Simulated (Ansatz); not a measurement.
`[BH2][GeH2][OH]` at its PBE0-D4/def2-TZVP geometry, where that method's forces vanish. Charge 0, multiplicity 1.

```xyz
8

B     1.0305   -0.4283    1.0836
Ge   -0.0663    0.2821   -0.4954
O    -1.7692   -0.2218   -0.2617
H     0.5227   -1.0564    1.9609
H     2.2041   -0.2099    1.1300
H     0.4338   -0.2713   -1.8527
H    -0.0143    1.8269   -0.5944
H    -2.3414    0.0789   -0.9704
```

What forces (eV/Å) does r2SCAN-D4/def2-TZVPP give on these atoms in Ansatz? (Best estimate.)

Ansatz gave: 
```
B1  -0.015  0.012 -0.025
Ge2  0.114  0.012  0.020
O3  -0.042 -0.045  0.060
H4   0.013  0.022 -0.033
H5  -0.043 -0.006 -0.004
H6  -0.010  0.026  0.032
H7   0.005 -0.041 -0.009
H8  -0.021  0.020 -0.042
```
